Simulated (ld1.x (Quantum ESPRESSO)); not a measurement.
**Configuration tests for Ta (Z = 73) (TM semilocal)**

ld1.x (Quantum ESPRESSO) 7.5 input, shortened:

```
&input
   title='Ta', zed=73., rel=1, dft='PZ', iswitch=3,
   config='[Xe] 4f14 5d3 6s1 6p1'
 /
 &inputp
   pseudotype=1, tm=.true., lloc=2,
   nlcc=.false.
 /
3
6S  1  0   1.00   0.00  2.25  2.25  0.0
6P  2  1   1.00   0.00  4.20  4.20  0.0
5D  3  2   3.00   0.00  1.55  1.55  0.0
 &test
   configts(1)='5d3 6s1 6p1'
 /
```

Energies are relative to the spin-unpolarised reference configuration 5d3 6s1 6p1; without spin polarisation the order of configurations can differ from experiment. Spin-polarised rows fill each open shell by Hund’s rule, majority spin first.

| valence configuration | charge | ΔE all-electron (eV) | error AE − PS (meV) |
| --- | --- | --- | --- |
| 5d3 6s2 6p0 | 0 | -4.259 | +7.5 |
| 5d3 6s1 6p0 | +1 | 4.442 | -2.3 |
| 5d3 6s0 6p0 | +2 | 19.751 | +34 |
| 5d1 6s0 6p0 | +4 | 79.042 | +505 |
| 5d3.5 6s1.5 6p0 | 0 | -3.275 | -1.5 |
| 5d3 6s1.5 6p0 | +0.5 | -0.696 | -0.3 |
| 5d3 6s2 6p0 (spin-polarised) | 0 | -5.306 | +1321 |

Task: What are ΔE and the potential's error for 5d3 6s1 6p1 (spin-polarised)?

Result: ΔE = -2.380 eV all-electron; the error (AE − PS) is +1878 meV.

Task: What are ΔE and the potential's error for 5d3 6s0 6p1?

Result: ΔE = 9.629 eV all-electron; the error (AE − PS) is +17 meV.

Levels in the configuration 5d3 6s0 6p1:

| level | all-electron (eV) | pseudo (eV) |
| --- | --- | --- |
| 5d | -11.972 | -11.941 |
| 6p | -7.538 | -7.521 |
